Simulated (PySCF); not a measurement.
Computed IR spectrum (relative IR intensity) of a molecule C4H2BrF. Geometry: PBE0-D3(BJ)/def2-SVP. Other conformers were not sampled. Level of theory: PBE0-D3(BJ)/def2-SVP (PySCF 2.14.0). Frequencies are harmonic and unscaled.

Lines under 2 % of the strongest are left out, and lines within 2 cm⁻¹ are merged.

```tsv
ν (cm⁻¹)	relative intensity
214	2.1
286	9.3
668	29
724	25
779	17
872	8.8
1047	79
1237	100
1355	4.8
1729	56
2236	4.3
3247	2.9
3488	72
```

Task: Pick the molecule that these values belong to.
A. C#C/C=C(\F)Br
B. C#C/C(F)=C\Br
C. C#C/C(Br)=C\F

Result: C, C#C/C(Br)=C\F
